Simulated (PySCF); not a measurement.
Correlation energy of B (boron, neutral)

[He] 2s2 2p1, 2P determinant. All numbers are calculated (PySCF 2.14, the non-relativistic Hamiltonian (point nucleus), in aug-cc-pVDZ (4s3p2d, 23 functions)). Frozen: 1s2; 3 electrons correlated.

MP2 pair energies summed by pair of shells (mhartree):

```
 pair  energy  share (%)
2s-2s  -21.96       59.2
2s-2p  -15.11       40.8
```

Total MP2 correlation energy: -37.07 mhartree.

Same-spin part -2.55 and opposite-spin part -34.52 mhartree; SCS-MP2 scales them by 1/3 and 6/5 to -42.28 mhartree.

```csv
level,correlation energy (mhartree)
CCSD,-59.62
(T),-0.91
CCSD(T),-60.53
```

Diagnostics: T1 = 0.014, D1 = 0.0268, largest double amplitude 0.076.

Cost of the coupled-cluster step: 0.16 s of wall time on 1 thread of Neoverse-V1 (shared host), for 3 correlated electrons.
